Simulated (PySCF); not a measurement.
# Energy of Tc (technetium, neutral) between two integer charges

The 5s beta orbital of [Kr] 4d5 5s2 is emptied in steps (occupation f), with all orbitals relaxed, ending at [Kr] 4d5 5s1. Computed with PySCF 2.14 in aug-cc-pVTZ-PP with ECP28MDF (6s6p5d3f2g, 88 functions), with scalar relativity through the core potential. The exact energy is a straight line in f; departures are measured from the line between the end points of the same method.

```tsv
f	BHandHLYP (eV)
1	0.000
0.9	-0.133
0.7	-0.315
0.5	-0.381
0.3	-0.326
0.1	-0.142
0	0.000
```

For BHandHLYP, how does the orbital energy at f = 1 compare with the removal energy?

−ε = 5.525 eV against a total-energy difference of 6.994 eV. By Janak's theorem ε = ∂E/∂f, so the gap between them reflects the curvature. Along the path −ε is 5.802 (f = 0.9), 6.370 (f = 0.7), 6.961 (f = 0.5), 7.586 (f = 0.3), 8.253 (f = 0.1) eV.

Reference removal energy between the ground levels: 7.119 eV (measured; NIST Atomic Spectra Database, ionization energies).
